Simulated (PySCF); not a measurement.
Si(F)(Me)(SH)2 (CH₅FS₂Si), SMILES [Si](S)(S)(C)F. Geometry optimised at PBE-D3(BJ)/def2-SVP. This is a generated structure with no PubChem entry under its InChIKey; it may be hypothetical. Other conformers were not sampled.

Q: Give the equilibrium geometry at PBE-D3(BJ)/def2-SVP (PySCF confirms it by a frequency run) as Cartesian coordinates in Å. (An estimate is asked for; the answer gives what the named calculation found.)

A: This is not unique; one that fits is 
```xyz
10

C      1.7662    -1.1123     0.2218
Si     0.2075    -0.0884     0.2736
F     -0.0808     0.3448     1.8303
S      0.5319     1.6344    -0.9691
S     -1.5951    -1.1398    -0.2683
H      1.6683    -1.9776     0.9073
H      1.9541    -1.4953    -0.8008
H      2.6402    -0.5071     0.5377
H     -0.7676     2.0373    -0.8921
H     -1.2594    -1.1623    -1.5888
```
